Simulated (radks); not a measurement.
Results of a calculation; reference values are marked as such.
All-electron atom: Zr in [Kr] 4d2 5s2. Code: a radial shooting solver on a logarithmic mesh with Libxc functionals. Model: scalar-relativistic Kohn-Sham, r2SCAN, spin-unpolarised, spherical densities, finite nucleus; meta-GGA in the generalised Kohn-Sham scheme; Fermi nuclear charge, rms radius 4.2694 fm. Some entries of the table are withheld. Estimate them.

orbital  occ.  eigenvalue (eV)  <r> (bohr)  <1/r> (bohr^-1)
1s          2        -17866.22     0.03707            41.25
2s          2        -2487.182      0.1625            9.266
2p          6        -2215.550      0.1417            9.013
3s          2        -412.9481         (1)            3.149
3p          6        -323.5191      0.4614            2.984
3d         10        -177.2520      0.4526            2.738
4s          2         -56.2479       1.216            1.110
4p          6         -33.5158       1.370           0.9740
5s          2          -4.5843       3.759           0.3377
4d          2              (2)       2.297           0.5991

Answer. 
(1) 3s <r> (bohr): 0.4574
(2) 4d eigenvalue (eV): -3.4835
